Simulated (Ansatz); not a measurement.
Born–Oppenheimer molecular dynamics of Cl3H3OSi (8 atoms, charge 0, multiplicity 1). It starts at the highest image of a converged band. Of that band: Neighbouring images differ by up to 1.7 eV, so the band resolves the path poorly. A vibrational analysis at the climbing image gives one clearly imaginary mode, 1398i cm⁻¹: a first-order saddle point.

Theory: Ansatz, RKS B3LYP-D4/def2-SVP.

```yaml
ensemble: NVE (velocity Verlet)
time_step: 0.5 fs
steps_asked: 200
starting_velocities_drawn_for: 100 K
seed: 10047
```

Frames 5 fs apart, positions in Å, forces in eV/Å.

Velocities at 35 fs (Å/ps):

```
Si -4.35 7.05 -2.45
O 1.59 -3.12 -9.24
H 23.69 3.87 55.55
Cl -3.84 -4.93 4.16
Cl -2.35 4.34 -2.07
Cl 4.60 0.66 3.57
H 73.30 -64.12 -35.31
H 55.03 -89.19 -4.61
```

```xyz
8
Properties=species:S:1:pos:R:3:forces:R:3 time_fs=35 energy_less_start_eV=-1.659 T=2238
Si 0.031 -0.094 0.080 0.43 -0.68 -4.33
O 0.035 -0.304 1.645 0.36 -0.43 2.16
H -0.366 0.549 1.888 -0.01 -0.16 1.10
Cl 1.844 0.420 -0.880 -0.74 -0.71 0.67
Cl -1.086 1.563 -0.110 -0.94 1.53 -0.33
Cl -1.041 -1.535 -1.037 0.92 0.41 0.73
H 2.080 -2.868 0.301 0.25 0.08 -0.41
H 1.684 -2.952 0.928 -0.26 -0.06 0.41
8
Properties=species:S:1:pos:R:3:forces:R:3 time_fs=40 energy_less_start_eV=-1.970 T=2638
Si 0.010 -0.061 0.051 0.05 -0.28 -2.23
O 0.043 -0.318 1.620 0.28 -0.16 2.36
H -0.203 0.445 2.195 0.27 -0.84 -0.60
Cl 1.823 0.393 -0.858 -0.29 -0.49 0.35
Cl -1.101 1.590 -0.121 -0.95 1.54 -0.37
Cl -1.015 -1.531 -1.017 0.67 0.20 0.50
H 2.392 -3.202 0.210 0.37 0.20 -0.61
H 2.012 -3.380 0.820 -0.38 -0.17 0.60
8
Properties=species:S:1:pos:R:3:forces:R:3 time_fs=45 energy_less_start_eV=-1.979 T=2652
Si -0.010 -0.031 0.004 -0.14 -0.22 1.52
O 0.056 -0.337 1.623 0.32 -0.62 -0.17
H 0.017 0.192 2.441 0.01 -0.08 -0.97
Cl 1.800 0.363 -0.833 0.38 -0.20 -0.10
Cl -1.122 1.627 -0.135 -0.80 1.27 -0.39
Cl -0.985 -1.525 -0.993 0.24 -0.17 0.12
H 2.716 -3.514 0.093 -0.77 -0.58 1.24
H 2.323 -3.824 0.736 0.76 0.61 -1.25
8
Properties=species:S:1:pos:R:3:forces:R:3 time_fs=50 energy_less_start_eV=-1.871 T=2512
Si -0.031 -0.003 -0.031 -0.18 -0.16 3.72
O 0.073 -0.367 1.623 -0.30 -0.80 -2.88
H 0.230 -0.042 2.498 0.19 0.69 0.25
Cl 1.779 0.331 -0.808 1.02 0.10 -0.50
Cl -1.149 1.673 -0.152 -0.49 0.74 -0.31
Cl -0.953 -1.520 -0.969 -0.24 -0.58 -0.28
H 2.997 -3.855 0.043 0.44 0.53 -0.75
H 2.674 -4.232 0.584 -0.45 -0.52 0.74
8
Properties=species:S:1:pos:R:3:forces:R:3 time_fs=55 energy_less_start_eV=-1.876 T=2519
Si -0.053 0.025 -0.036 -0.11 0.03 3.66
O 0.088 -0.405 1.591 -0.12 0.11 -0.59
H 0.472 -0.179 2.471 -0.38 0.13 -1.62
Cl 1.766 0.301 -0.787 1.33 0.35 -0.72
Cl -1.179 1.724 -0.171 -0.12 0.15 -0.18
Cl -0.923 -1.520 -0.947 -0.61 -0.78 -0.55
H 3.298 -4.180 -0.040 0.11 0.18 -0.19
H 3.004 -4.653 0.466 -0.11 -0.17 0.19
8
Properties=species:S:1:pos:R:3:forces:R:3 time_fs=60 energy_less_start_eV=-1.985 T=2660
Si -0.077 0.052 -0.011 -0.14 0.22 1.51
O 0.096 -0.445 1.540 -1.14 -0.21 -0.62
H 0.696 -0.240 2.241 0.66 0.49 0.40
Cl 1.760 0.272 -0.770 1.17 0.53 -0.66
Cl -1.210 1.776 -0.191 0.25 -0.40 0.00
Cl -0.896 -1.524 -0.928 -0.79 -0.64 -0.63
H 3.599 -4.488 -0.126 -0.51 -1.15 0.91
H 3.334 -5.091 0.350 0.50 1.15 -0.91
8
Properties=species:S:1:pos:R:3:forces:R:3 time_fs=65 energy_less_start_eV=-1.885 T=2530
Si -0.102 0.081 0.026 -0.50 0.53 -1.83
O 0.097 -0.485 1.491 1.20 0.20 3.12
H 0.934 -0.233 1.960 -1.11 -0.30 -0.44
Cl 1.763 0.247 -0.758 0.73 0.66 -0.40
Cl -1.239 1.825 -0.210 0.55 -0.82 0.19
Cl -0.875 -1.532 -0.913 -0.85 -0.29 -0.64
H 3.873 -4.858 -0.166 0.35 1.15 -0.67
H 3.689 -5.464 0.188 -0.35 -1.15 0.67
8
Properties=species:S:1:pos:R:3:forces:R:3 time_fs=70 energy_less_start_eV=-1.607 T=2171
Si -0.131 0.115 0.049 -0.86 0.12 -2.98
O 0.109 -0.524 1.482 0.78 0.51 2.45
H 1.036 -0.266 1.636 0.00 -0.41 0.95
Cl 1.771 0.227 -0.749 0.24 0.77 -0.12
Cl -1.265 1.869 -0.229 0.73 -1.07 0.33
Cl -0.860 -1.543 -0.903 -0.88 0.08 -0.64
H 4.165 -5.188 -0.238 -0.02 -0.10 0.04
H 4.027 -5.879 0.057 0.02 0.10 -0.04
8
Properties=species:S:1:pos:R:3:forces:R:3 time_fs=75 energy_less_start_eV=-1.448 T=1967
Si -0.167 0.149 0.049 0.02 -1.06 -1.31
O 0.133 -0.554 1.507 0.34 1.40 0.55
H 1.096 -0.393 1.523 0.01 -0.41 0.93
Cl 1.780 0.212 -0.740 -0.22 0.84 0.01
Cl -1.286 1.906 -0.246 0.74 -1.16 0.39
Cl -0.851 -1.553 -0.897 -0.90 0.38 -0.57
H 4.449 -5.517 -0.298 -0.14 -1.39 0.38
H 4.372 -6.293 -0.085 0.14 1.39 -0.38
8
Properties=species:S:1:pos:R:3:forces:R:3 time_fs=80 energy_less_start_eV=-1.355 T=1848
Si -0.202 0.173 0.037 1.76 -2.08 0.55
O 0.162 -0.563 1.542 0.03 1.68 -0.61
H 1.146 -0.616 1.610 -0.94 0.15 0.06
Cl 1.788 0.202 -0.732 -0.60 0.88 0.01
Cl -1.301 1.935 -0.260 0.68 -1.21 0.43
Cl -0.848 -1.560 -0.895 -0.94 0.57 -0.44
H 4.729 -5.920 -0.344 0.02 1.63 -0.23
H 4.721 -6.633 -0.242 -0.02 -1.63 0.23
8
Properties=species:S:1:pos:R:3:forces:R:3 time_fs=85 energy_less_start_eV=-1.184 T=1625
Si -0.222 0.181 0.029 2.79 -2.39 1.40
O 0.184 -0.547 1.568 -2.55 2.09 -1.27
H 1.087 -0.802 1.725 0.83 0.15 -0.24
Cl 1.792 0.199 -0.723 -0.84 0.89 -0.03
Cl -1.312 1.955 -0.271 0.71 -1.37 0.49
Cl -0.851 -1.564 -0.896 -0.95 0.63 -0.34
H 5.013 -6.262 -0.403 0.03 -0.45 0.01
H 5.066 -7.034 -0.385 -0.03 0.45 -0.01
8
Properties=species:S:1:pos:R:3:forces:R:3 time_fs=90 energy_less_start_eV=-1.190 T=1635
Si -0.219 0.169 0.033 2.67 -1.86 1.29
O 0.180 -0.502 1.578 -0.79 1.26 -0.67
H 1.060 -0.922 1.765 -1.04 0.86 -0.74
Cl 1.790 0.201 -0.715 -0.80 0.84 -0.11
Cl -1.318 1.966 -0.278 0.87 -1.66 0.56
Cl -0.860 -1.563 -0.899 -0.91 0.56 -0.32
H 5.291 -6.626 -0.452 0.20 -1.28 -0.14
H 5.417 -7.414 -0.538 -0.20 1.28 0.14
```

Of the whole run (100 fs, mean temperature of the second half 2135 K): The conserved energy stayed within 0.2 meV per atom of its start (net change -0.09 meV per atom), so the integration is sound. The kinetic energy rose, since the run started high on the potential surface and went downhill. It ends in pieces (Cl3HOSi + H2), so much of that is their flight and rotation, not heat. A run of 0.1 ps of so small a system gives no equilibrium averages. The orbitals stay closed-shell, which can raise the energy where a bond breaks towards radicals; this wasn't checked here.

Time of the run: 6.6 min on 2 threads of Arm Neoverse V2, with other jobs on the host, peak memory 0.23 GiB.
